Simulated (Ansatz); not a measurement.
System: C3H3N2 (charge -1, singlet). It need not be the lowest isomer of its formula. Whether it binds its extra electron was not tested at this geometry. 
Structure (B3LYP-D3(BJ)/def2-TZVP (Ansatz, an electronic-structure program) minimum search):
```
C
H 1 1.0809
C 1 1.4010 2 128.73
N 3 1.3459 1 110.88 2 180.00
N 4 1.3608 3 107.85 1 0.00
C 5 1.3459 4 107.85 3 0.00
H 3 1.0843 4 120.51 5 -180.00
H 6 1.0843 5 120.51 4 -180.00
```
Charge -1, spin multiplicity 1.

Total electronic energies in hartree. Valence correlation only, unless marked. No spin-orbit coupling. Non-relativistic unless marked X2C. CBS(X,Y): correlation extrapolated as X^-3; Hartree-Fock from the larger set. The bracket is a focal-point correction in the basis named.

| level | program | energy (Eh) |
|---|---|---|
| HF/aug-cc-pVDZ | Ansatz | -224.23993 |
| HF/aug-cc-pVQZ | Ansatz | -224.29923 |
| HF/cc-pVQZ | Ansatz | -224.29546 |
| HF/cc-pV5Z | Ansatz | -224.30104 |
| RI-HF/cc-pVQZ | Ansatz | -224.29528 |
| PBE-D3(BJ)/def2-TZVPD | Ansatz + dftd3 | -225.45051 |
| PBE-D4/def2-TZVPD | Ansatz + dftd4 | -225.45170 |
| B3LYP/def2-TZVPD | Ansatz | -225.71262 |
| PBE0/STO-3G | Ansatz | -222.41667 |
| PBE0-D3(BJ)/def2-TZVPD | Ansatz + dftd3 | -225.45183 |
| r2SCAN0/def2-TZVPD | Ansatz | -225.54880 |
| LC-wPBE-D4/def2-TZVPD | Ansatz + dftd4 | -225.55857 |
| B2GP-PLYP-D3(BJ)/def2-TZVPD | Ansatz + dftd3 | -225.48318 |
| B2PLYP-D3(BJ)/def2-TZVPD | Ansatz + dftd3 | ___ |
| RPA@PBE/cc-pVTZ | Ansatz | -225.60876 |
| SCS-MP2/cc-pVDZ | Ansatz | -224.92290 |
| CCSD/cc-pV5Z | Ansatz | -225.26823 |
| CCSD(T)/STO-3G | Ansatz | -221.61199 |
| CCSD(T)/6-31G | Ansatz | -224.61591 |
| CCSD(T)/cc-pV5Z | Ansatz | -225.32425 |
| X2C-CCSD(T)/cc-pVTZ-DK | Ansatz | -225.33030 |
| RI-MP2/CBS(aug-cc-pVTZ,aug-cc-pVQZ)+[CCSD(T)-MP2]/aug-cc-pVTZ | Ansatz | -225.3547 |
| CCSD(T)/CBS(aug-cc-pVTZ,aug-cc-pVQZ) | Ansatz | -225.3431 |

Question: Some entries are withheld; supply them.

Answer: 
- B2PLYP-D3(BJ)/def2-TZVPD, energy (Eh): -225.53121
